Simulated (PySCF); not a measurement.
Static response to an electric field

C₄H₉BS.
SMILES with atom numbers: `[CH2:1]=[CH:2][CH2:3][BH:4][S:5][CH3:6]` (hydrogens: H7, H8 on C1; H9 on C2; H10, H11 on C3; H12 on B4; H13, H14, H15 on C6)

Cartesian coordinates in Å at the PBE0-D3(BJ)/def2-SVP level; atoms count from 1:
```xyz
15
C4H9BS angstrom
C      2.337   -0.220    0.848
C      1.869    0.029   -0.377
C      0.506    0.564   -0.692
B     -0.334   -0.461   -1.540
S     -2.023   -0.923   -1.279
C     -2.583   -0.010    0.189
H      3.337   -0.632    1.003
H      1.737   -0.018    1.742
H      2.506   -0.199   -1.241
H      0.609    1.455   -1.346
H     -0.001    0.903    0.224
H      0.152   -1.017   -2.498
H     -1.965   -0.253    1.063
H     -3.617   -0.320    0.388
H     -2.566    1.074    0.011
```

Level: CAM-B3LYP/def2-SVPD (PySCF), static field, nuclei fixed, core orbitals frozen in the response. The polarisability tensor in these axes (au):

```
x   102.88   0.45   3.57
y     0.45  68.72   2.67
z     3.57   2.67  86.44
```

Give the principal values, the mean and the anisotropy Δα = √{½[(α1 − α2)² + (α2 − α3)² + (α1 − α3)²]}.

Principal values 68.33, 86.06 and 103.65 au; mean 86.01 au = 12.75 Å³ = 14.18 × 10⁻⁴⁰ C²·m²/J; Δα = 30.59 au (36 % of the mean).

What is the dipole moment, and where does it point?

(-0.51, 1.22, 1.13) D, 1.74 D in size, pointing from the negative to the positive side. Measured along this direction, the outermost atoms are H12 at the negative end and H15 at the positive end.

Molar refractivity from α?

Lorentz–Lorenz: R = (4π/3)N_A α = 2.5225 cm³/(mol·Å³) × 12.75 Å³ = 32.2 cm³/mol, in the limit of long wavelengths.

Rayleigh depolarisation ratio (linearly polarised light, static tensor)?

ρ = 3Δα²/(45ᾱ² + 4Δα²) = 2806.9/(332932 + 3742.5) = 0.00834.

Find the Langevin capture rate constant for H3O+ (19.018 u) meeting this molecule (100.052 u), k = 2.342 × 10⁻⁹ cm³/s × √(α in Å³ / reduced mass in u).

The reduced mass is 15.98 u, so k = 2.09 × 10⁻⁹ cm³/s. The formula leaves out the permanent dipole, which adds to the capture rate.

What would n − 1 = 2πNα be for an ideal gas of these molecules at 400 K and 1 atm, electronic part alone?

N = p/kT = 1.8347 × 10¹⁹ cm⁻³, so n − 1 = 2π × N × 12.75 × 10⁻²⁴ cm³ = 1469 × 10⁻⁶ at long wavelengths.

Isolated species at its PBE0-D3(BJ)/def2-SVP geometry (one conformer only).

The run behind these numbers computed excited states and ΔSCF ions as well. Hardware: one thread of an Arm Neoverse V1, on a shared host. Cost: 2.2 min of wall time, 1.1 GiB resident at most.
